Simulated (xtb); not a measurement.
xtb input (GFN2-xTB):

```bash
xtb mol.xyz --gfn 2 --ohess tight --chrg -1 --uhf 0
```
mol.xyz:
```
4

F     -0.18156903     1.29020530    -0.48816007
C     -0.09753671     0.22637447     0.36124726
Cl    -1.37620937    -0.90738458     0.05043764
Br     1.67214052    -0.58696859     0.05256311
```

End of the output:

```
optimized geometry written to: xtbopt.xyz

           -------------------------------------------------
          | TOTAL ENERGY              -15.707784834565 Eh   |
          | TOTAL ENTHALPY            -15.695767163516 Eh   |
          | TOTAL FREE ENERGY         -15.731143345241 Eh   |
          | GRADIENT NORM               0.000484995886 Eh/α |
          | HOMO-LUMO GAP               4.172732961178 eV   |
           -------------------------------------------------

------------------------------------------------------------------------
------------------------------------------------------------------------
 total:
 SCF:
 ANC optimizer:
 analytical hessian:
```

It need not be the lowest isomer of its formula. Whether it binds its extra electron was not tested at this geometry.
